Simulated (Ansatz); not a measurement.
F$_{2}$H$_{4}$Si$_{2}$, SMILES `F[SiH2][SiH2]F`, relaxed with RKS PBE0-D4/def2-TZVP in the Gaussian-basis code of Ansatz from a GFN2-xTB geometry. The force threshold is 0.005 eV/Å; the program also tests the step.

Total charge 0; spin multiplicity 1.

Start:

```xyz
8

F     0.799   -1.869    0.911
Si   -0.143   -1.126   -0.174
Si    0.119    1.127    0.189
F    -0.412    1.862   -1.150
H     0.333   -1.663   -1.446
H    -1.467   -1.676    0.111
H    -0.713    1.714    1.237
H     1.484    1.632    0.322
```

(1) How much energy does the relaxation release, and in how many steps? (An estimate is asked.)

(2) Which bonds change most? (An estimate is asked.)

(3) Give the relaxed structure. (Best estimate.)

## Answers

(1) Ansatz gave: 16.97 kJ/mol, in 9 steps.

(2) Computed: Si2–Si3 from 2.297 to 2.355 Å; Si2–H5 from 1.460 to 1.485 Å; Si3–H8 from 1.461 to 1.485 Å; Si3–H7 from 1.462 to 1.485 Å.

(3) The calculation gave: 
```xyz
8

F     0.647   -1.869    1.100
Si   -0.103   -1.165   -0.135
Si    0.103    1.165    0.135
F    -0.649    1.869   -1.099
H     0.536   -1.633   -1.392
H    -1.524   -1.596   -0.118
H    -0.534    1.632    1.392
H     1.524    1.597    0.117
```
